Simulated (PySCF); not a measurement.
C2H6ClGa, charge +1, doublet, geometry from GFN2-xTB (such geometries of metal compounds can be far from the true shape) (a state made from the parent by changing its charge; the spin is typed, not shown lowest).

The PySCF input:
```python
from pyscf import gto, scf, dft

mol = gto.Mole()
mol.atom = '''
    Ga   -0.113187    0.044696   -0.082483
    C    -1.921726   -0.982946   -0.555037
    H    -1.857334   -1.242487   -1.613324
    H    -2.743211   -0.296523   -0.343974
    H    -1.913526   -1.858573    0.096770
    C    -0.375921    1.890249   -1.119339
    H    -0.667347    1.643297   -2.141419
    H     0.598654    2.377794   -1.054963
    H    -1.156774    2.432710   -0.583163
    Cl    1.472601   -0.581506    1.073136
'''
mol.basis = 'sto-3g'
mol.charge = 1
mol.spin = 1
mol.verbose = 4
mol.build()

mf = dft.UKS(mol)
mf.xc = 'wb97x'
mf = mf.density_fit(auxbasis='def2-universal-jkfit')
mf.kernel()
```

Problem. What total energy does DF-WB97X/STO-3G run with PySCF give?

Solution. -2436.177688 Ha

Problem. What is the computed <S^2> (DF-WB97X/STO-3G)?

Solution. 0.751

Problem. Estimate the Mulliken (on the basis functions themselves) charges in atom order that DF-WB97X/STO-3G returns for this input.

Solution. Ga1 0.80, C2 -0.27, H3 0.14, H4 0.14, H5 0.14, C6 -0.27, H7 0.14, H8 0.14, H9 0.14, Cl10 -0.09

Problem. What HOMO energy does DF-WB97X/STO-3G give?

Solution. -15.05 eV

These values belong to the state on which the SCF converged, which isn't shown to be the lowest.
